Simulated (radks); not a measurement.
Species: W I. Configuration: [Xe] 4f14 5d5 6s1 (not the ground configuration).

Calculated with a radial shooting solver on a logarithmic mesh with Libxc functionals: scalar-relativistic Kohn-Sham, PBE, spin-polarised, spherical densities, finite nucleus; open shells are filled with parallel spins first (spin-orbit coupling, left out, can overturn this in heavy ions); Fermi nuclear charge, rms radius 5.3658 fm.

Energy parts (eV):
total: -439194.51
kinetic: 483751.19
electron-nucleus: -1085952.67
Hartree: 171794.97
exchange-correlation: -8788.00

Orbitals (lengths in bohr, moments of r in powers of bohr; <r^-3> diverges for s and p1/2; r(90%) holds 90 % of the orbital's charge):
| orbital | occ. | eigenvalue (eV) | r(90%) | <r^-3> | <r^2> |
|---|---|---|---|---|---|
| 1s up | 1 | -69467.37 | 0.0334 | - | 0.0004631 |
| 1s down | 1 | -69467.37 | 0.0334 | - | 0.0004631 |
| 2s up | 1 | -11988.41 | 0.120 | - | 0.007121 |
| 2s down | 1 | -11988.23 | 0.120 | - | 0.007121 |
| 2p up | 3 | -10486.57 | 0.113 | 19750 | 0.005892 |
| 2p down | 3 | -10486.42 | 0.113 | 19750 | 0.005891 |
| 3s up | 1 | -2758.917 | 0.295 | - | 0.04622 |
| 3s down | 1 | -2758.868 | 0.295 | - | 0.04622 |
| 3p up | 3 | -2313.954 | 0.301 | 4404 | 0.04698 |
| 3p down | 3 | -2313.898 | 0.301 | 4404 | 0.04698 |
| 3d up | 5 | -1801.488 | 0.283 | 565.9 | 0.03897 |
| 3d down | 5 | -1801.370 | 0.283 | 565.8 | 0.03897 |
| 4s up | 1 | -567.0092 | 0.645 | - | 0.2282 |
| 4s down | 1 | -566.8508 | 0.645 | - | 0.2282 |
| 4p up | 3 | -420.9991 | 0.695 | 1023 | 0.2599 |
| 4p down | 3 | -420.8519 | 0.694 | 1023 | 0.2598 |
| 4d up | 5 | -235.7511 | 0.767 | 112.5 | 0.3031 |
| 4d down | 5 | -235.5736 | 0.766 | 112.5 | 0.3028 |
| 4f up | 7 | -30.6386 | 1.02 | 19.00 | 0.4713 |
| 4f down | 7 | -30.2318 | 1.00 | 19.15 | 0.4600 |
| 5s up | 1 | -77.1463 | 1.54 | - | 1.295 |
| 5s down | 1 | -75.3859 | 1.53 | - | 1.273 |
| 5p up | 3 | -41.7616 | 1.85 | 143.0 | 1.811 |
| 5p down | 3 | -39.3430 | 1.83 | 148.5 | 1.767 |
| 5d up | 5 | -4.1019 | 3.49 | 6.031 | 5.700 |
| 6s up | 1 | -5.7838 | 4.74 | - | 11.57 |

The highest occupied level is 5d up at -4.102 eV. The electron density at the nucleus is 1.516e+06 e/bohr^3 (large components only). Summed over all electrons, <r^2> = 65.75 bohr^2, which gives a Langevin (diamagnetic) susceptibility term of -52.1 x 10^-6 cm^3/mol. Spin moment in Bohr magnetons: 6. The density falls to 0.001 e/bohr^3 at r = 4.64 bohr. The spin density at the nucleus is 58.24 e/bohr^3 (1s 0.19, 2s -1.23, 3s 0.25, 4s 1.43, 5s -19.95, 6s 77.55).
